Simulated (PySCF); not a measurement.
Molecule: C2H5Br3GeO, charge 0, multiplicity 1. SMILES: CC[O][Ge]([Br])([Br])[Br]
Coordinates optimised at B3LYP-D3(BJ)/def2-TZVP (Ansatz):
```xyz
12

C     -3.8664    -1.2811    -0.3603
C     -2.3674    -1.3359    -0.5529
O     -1.7973    -0.1781     0.0840
Ge    -0.0615     0.0877     0.0594
Br     0.6892     0.2539    -2.1199
Br     0.2964     2.0408     1.1981
Br     1.0299    -1.6746     1.0809
H     -4.3336    -2.1477    -0.8327
H     -4.1169    -1.2865     0.7008
H     -4.2777    -0.3766    -0.8093
H     -1.9505    -2.2428    -0.1049
H     -2.1114    -1.3320    -1.6166
```
Charge 0, spin multiplicity 1.

Dispersion corrections to the total energy (kcal/mol) from the dftd3 and dftd4 libraries through PySCF: D3(BJ) without and D4 with the three-body term, each with the damping fitted for the functional named.

```csv
functional,D3(BJ),D4
LC-wPBE,-10.04,-11.11
BP86,-17.25,-14.23
r2SCAN,-2.79,[?]
TPSSh,-11.46,[?]
BHLYP,-14.63,-14.10
PBE0,-8.54,-8.57
CAM-B3LYP,[?],-9.01
```

Problem. Some entries are withheld; supply them.

Solution. 
- r2SCAN, D4: -2.45
- TPSSh, D4: -12.03
- CAM-B3LYP, D3(BJ): -8.94
